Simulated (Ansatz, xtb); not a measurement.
**Isomers of C4H6GeSi in order of energy**

3 gas-phase structures of C4H6GeSi, from a drawn sample of its isomers (lower ones may exist). Each was relaxed with GFN2-xTB; where two conformers were screened, the lower at r2SCAN-D4/def2-SVP//GFN2-xTB is listed:

A. `C#C[SiH]([GeH3])C#C`, a singlet
B. `C#[C][GeH]([SiH3])[C]#C`, a singlet
C. `C#C[SiH2][GeH2][C]#C`, a singlet

Problem. Make a reasoned guess at their ranking by r2SCAN-D4/def2-SVP//GFN2-xTB single-point energy.

Solution. Calculated order at r2SCAN-D4/def2-SVP//GFN2-xTB: A (0.0), C (4.1), B (9.1) kcal/mol.

Energies above the lowest of each column, in kcal/mol; the last columns are at r2SCAN-D4/def2-SVP geometries:

```
structure  GFN2-xTB  HF/STO-3G  r2SCAN-D4/def2-SVP//GFN2-xTB  r2SCAN-D4/def2-SVP  CCSD(T)/def2-SVP + ΔMP2/def2-TZVPP
        A       2.9        0.0                           0.0                 0.0                                 0.0
        C       1.0        0.5                           4.1                 4.9                                 3.7
        B       0.0        1.1                           9.1                10.1                                 7.2
```

CCSD(T)/def2-SVP + ΔMP2/def2-TZVPP puts A lowest; GFN2-xTB picks B. Flexible structures stand in one conformer each, not always the lowest. ΔMP2 is the change of the MP2 energy from the smaller to the larger basis.

Programs: Ansatz 0.2.0, xtb 6.7.1.
